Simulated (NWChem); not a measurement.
MgHSeF; SMILES [F][Mg][SeH]

```xyz
4

Mg     0.0138    -1.2282     0.0000
F      0.0154    -2.9859     0.0000
Se     0.0335     1.1888     0.0000
H     -1.4416     1.1927     0.0000
```
Atoms are numbered in this order, from 1.

Program: NWChem. All runs use the structure optimised with PBE0/def2-SVP.

Problem. Taking B3LYP/def2-QZVP as the yardstick, which of these has the fewest basis functions while keeping “dipole (D)” within 0.05 D of it: B3LYP/def2-TZVPP; B3LYP/def2-TZVP; B3LYP/def2-SVP; B3LYP/def2-SVPD?

Solution. none of them.
```json
[
 {"level": "B3LYP/def2-SVP", "basis functions": "69", "dipole (D)": "1.08", "relative time (rough)": "1"},
 {"level": "B3LYP/def2-SVPD", "basis functions": "93", "dipole (D)": "0.98", "relative time (rough)": "2"},
 {"level": "B3LYP/def2-TZVP", "basis functions": "117", "dipole (D)": "0.96", "relative time (rough)": "4"},
 {"level": "B3LYP/def2-TZVPP", "basis functions": "125", "dipole (D)": "0.97", "relative time (rough)": "4"},
 {"level": "B3LYP/def2-QZVP", "basis functions": "213", "dipole (D)": "0.88", "relative time (rough)": "10"}
]
```

The yardstick is one finite set, not the basis-set limit.
